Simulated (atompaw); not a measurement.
Sb (Z = 51): one change to a PAW (atompaw) potential, before and after

* Element: antimony (Sb)
* Generator: atompaw 4.2.0.5
* Type: PAW
* Functional: PBEsol
* Relativity: scalar-relativistic
* Frozen core: [Kr] 4d10
* Valence charge: 5
* Reference configuration: 5s2 5p3
* Partial waves: 5s (bound): rc 1.95 bohr; 5s channel at 2.25 Ry: rc 2.75 bohr; 5p (bound): rc 2.45 bohr; 5p channel at 3.75 Ry: rc 2.45 bohr; 5d channel at 0.05 Ry: rc 2.75 bohr; 5d channel at 0.65 Ry: rc 2.75 bohr
* Local potential: bessel scheme, radius 2.50 bohr
* Core correction: smooth core density matched at 2.55 bohr
* Augmentation charge: sinc compensation charge, radius 2.20 bohr; PAW radius 2.75 bohr; waves and projectors: custom polynom vanderbiltortho

Change: wave 5s (bound): rc 1.95 bohr becomes 5s (bound): rc 2.20 bohr.

Cutoffs: the cutoffs (Ry, on a coarse ladder) from which the occupation-weighted sum of valence levels, in a spherical-Bessel basis at the reference potential, stays within 10 and 1 mRy of its value at 400 Ry; they do not see the model core or the augmentation charge, which bear on the density cutoff.

Question: What does the change do?

Answer: The potential gets softer (12 Ry and 21 Ry → 10 Ry and 15 Ry); neither file shows a bound ghost.

| quantity | base | changed |
| --- | --- | --- |
| cutoff, loose | 12 Ry | 10 Ry |
| cutoff, tight | 21 Ry | 15 Ry |
| loose cutoff by channel (10 mRy a level) | s 10 Ry, p 6 Ry | s 8 Ry, p 6 Ry |
| bound ghosts | none | none |
| s: phases at 2.77 bohr within 0.05 rad from the reference energy up to (Ry; the scan ends near 5) | to the end of the scan | to the end of the scan |
| p: phases at 2.77 bohr within 0.05 rad from the reference energy up to (Ry; the scan ends near 5) | to the end of the scan | to the end of the scan |
| d: phases at 2.77 bohr within 0.05 rad from the reference energy up to (Ry; the scan ends near 5) | 3.7 | 3.7 |
| lowest overlap eigenvalue by channel | s 0.01, p 0.48, d 0.87 | s 0.09, p 0.48, d 0.87 |

 The cutoffs see the waves, projectors and local potential, not the compensation charge or the core.
